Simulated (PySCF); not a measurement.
Correlation energy of Si (silicon, neutral)

[Ne] 3s1 3p2 4s1, high-spin 5P determinant (an excited configuration). Computed with PySCF 2.14 in aug-cc-pV(D+d)Z (5s4p3d, 32 functions), with no relativity, point nucleus. Frozen: [Ne]; 4 electrons correlated.

```json
{"level": "CCSD", "correlation energy (mhartree)": "-20.76"}
{"level": "(T)", "correlation energy (mhartree)": "-0.17"}
{"level": "CCSD(T)", "correlation energy (mhartree)": "-20.93"}
{"level": "CCSDT", "correlation energy (mhartree)": "-21.02"}
```

Diagnostics: T1 = 0.0089, D1 = 0.0237, largest double amplitude 0.048.

The outer electron is Rydberg-like, and this basis confines it to a smaller radius and binds it less than a complete one would.

Cost of the coupled-cluster step: of the order of 0.4 core-seconds, for 4 correlated electrons.

Iterations:

```
CC2 = 0
CCSD nocc = (np.int64(4), np.int64(0)), nmo = (27, 27)
frozen orbitals [[0, 1, 2, 3, 4], [0, 1, 2, 3, 4]]
max_cycle = 100
direct = 0
conv_tol = 1e-08
conv_tol_normt = 1e-06
diis_space = 8
diis_start_cycle = 0
Init t2, MP2 energy = -0.0133895826999323
Init E_corr(UCCSD) = -0.0133895827001579
cycle = 1  E_corr(UCCSD) = -0.0179974144354465  dE = -0.00460783174  norm(t1,t2) = 0.0383775
cycle = 2  E_corr(UCCSD) = -0.0196508721808501  dE = -0.00165345775  norm(t1,t2) = 0.0158321
cycle = 3  E_corr(UCCSD) = -0.0207076020343794  dE = -0.00105672985  norm(t1,t2) = 0.00751909
cycle = 4  E_corr(UCCSD) = -0.0206993704945565  dE = 8.23153982e-06  norm(t1,t2) = 0.00331626
cycle = 5  E_corr(UCCSD) = -0.020768234128999  dE = -6.88636344e-05  norm(t1,t2) = 0.0019221
cycle = 6  E_corr(UCCSD) = -0.0207548927990013  dE = 1.334133e-05  norm(t1,t2) = 0.000420197
cycle = 7  E_corr(UCCSD) = -0.0207658842436051  dE = -1.09914446e-05  norm(t1,t2) = 0.000152076
cycle = 8  E_corr(UCCSD) = -0.020758031064714  dE = 7.85317889e-06  norm(t1,t2) = 4.83884e-05
cycle = 9  E_corr(UCCSD) = -0.0207603927681759  dE = -2.36170346e-06  norm(t1,t2) = 1.54409e-05
cycle = 10  E_corr(UCCSD) = -0.0207602157938646  dE = 1.76974311e-07  norm(t1,t2) = 1.91495e-06
cycle = 11  E_corr(UCCSD) = -0.0207602188108761  dE = -3.01701148e-09  norm(t1,t2) = 2.27536e-07
UCCSD converged
E(UCCSD) = -288.5537530274819  E_corr = -0.02076021881087612
UCCSD(T) correction = -0.000171348154741043
```
